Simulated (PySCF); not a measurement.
## Trend along the third period: MBe cations

CCSD(T) with double-zeta basis sets in PySCF, for the lowest determinant that a PBE0 search found; no spin–orbit coupling. De refers to high-spin ground-configuration atoms (the charge goes to the atom of lower measured ionisation energy or higher electron affinity, which is not always the lowest computed limit).

| M | basis | reference, frozen orbitals | charged atom | state (unpaired electrons) | Re (Å) | ωe (cm⁻¹) | De (eV) |
| --- | --- | --- | --- | --- | --- | --- | --- |
| Na | cc-pVDZ | RHF, 1 | Na+ | singlet (closed shell) | 3.054 | 183 | 0.32 |
| Mg | cc-pVDZ | ROHF, 1 | Mg+ | doublet (σ ↑) | 2.678 | 326 | 0.83 |
| Al | def2-SVP | RHF, 5 | Al+ | singlet (closed shell) | 2.912 | 199 | 0.34 |
| Si | def2-SVPD | UHF, 5 | Si+ | doublet (π ↑) | 2.382 | 386 | 1.48 |
| P | cc-pVDZ/cc-pV(D+d)Z | UHF, 5 | Be+ | triplet (π ↑↑) | 2.071 | 602 | 2.33 |
| S | jorge-DZP-DKH | UHF, 5 | Be+ | doublet (π ↑) | 1.873 | 835 | 3.05 |
| Cl | def2-SVP | RHF, 5 | Be+ | singlet (closed shell) | 1.769 | 944 | 3.86 |

(1) By what factor does the bond length vary along the series?

The rows differ in basis set, which adds steps of its own.

The state changes along the series, so neighbouring rows are not always alike in their bonding.

Correlated steps freeze the inner cores (1 to 5 orbitals); shallow outer-core shells are correlated. UHF and ROHF references stand side by side, which adds small steps between rows. Weak bonds: BeAl⁺, NaBe⁺. Basis-set superposition, not corrected here, can be much of De in a small basis, most of all at correlated wavefunction levels. For an ion De counts to the pair picked by the measured ionisation energies or electron affinities, which need not be the lowest pair at this level. Where the molecule has an RHF reference, its open-shell atoms are computed with UHF. The CCSD T1 diagnostic is raised in BeAl⁺, MgBe⁺, a sign that a single reference may not be enough there. States were picked by a PBE0 search and need not be the measured ground states.

Results:

(1) At CCSD(T) it runs from 1.769 Å (BeCl⁺) to 3.054 Å (NaBe⁺), a factor of 1.73.
